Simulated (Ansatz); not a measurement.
Consider the substitution at a C–Si bond: `C=CC(=C)[SiH3]` + H–F → `C=CC(=C)F` + SiH₄.

Isolated molecules relaxed with PBE0-D4/def2-TZVP in Ansatz; ΔE leaves out vibrations. CCSD(T)/CBS adds triple-zeta CCSD(T) − MP2 to the extrapolated MP2 energy (def2 sets, frozen cores). This one scheme is used for every species. DFT in def2-TZVPP. Each species was taken in one conformer, which may not be the lowest.

```
     level  ΔE (kJ/mol)
r2SCANh-D4         46.8
      PBE0         46.4
```

(1) What does CCSD(T)/CBS give? (An estimate is asked.)

Largest T1 diagnostic among the species: 0.012.

Results:

(1) Ansatz gave: +67.5 kJ/mol. The listed levels differ from it by -20.7, -21.1 kJ/mol.

The D4 term adds +13.1 kJ/mol with B3LYP and +7.2 kJ/mol with PBE0; it sums over pairs of atoms, weighted by their polarisabilities, and B3LYP, whose exchange is more repulsive, gets the larger term. Leaving LDA and LC-ωPBE aside and taking each functional with its dispersion term where it has one, the values, not all of them listed here, spread over 19.4 kJ/mol, from B97M-V to PBE-QIDH.

B3LYP here is the variant with VWN-RPA as its local correlation; programs differ in this.
